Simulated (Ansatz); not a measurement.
The numbers are results of B3LYP-D3(BJ)/def2-TZVP // PBE0-D3(BJ)/def2-SVP (Ansatz, a first-principles code), not measurements. All species are isolated molecules in the gas phase. One relaxed conformer stands for a flexible species; it need not be the lowest. B3LYP has the VWN-RPA correlation part, as in Gaussian.  In the def2 sets, heavy atoms carry core potentials.

Reference species (SMILES): `[CH3][Sn]([Cl])([Cl])[Cl]` (neutral, multiplicity 1).

```json
{
 "HOMO": "-8.83 eV",
 "HOMO–LUMO gap": "6.29 eV",
 "vertical ionisation energy (Delta-SCF)": "10.78 eV"
}
```

Changed species: `[CH2]([Sn]([Cl])([Cl])[Cl])CC=C` (C–C–C–C torsion -116°, C–C–C–Sn torsion 180°) (Y = but-3-enyl; the reference has Y = methyl).

Q: Give the shifts of the HOMO, HOMO–LUMO gap and vertical ionisation energy (Delta-SCF).

A: the HOMO rises by 1.10 eV, to -7.73 eV; the HOMO–LUMO gap falls by 1.09 eV, to 5.20 eV; the vertical ionisation energy (Delta-SCF) decreases by 1.13 eV, to 9.65 eV.
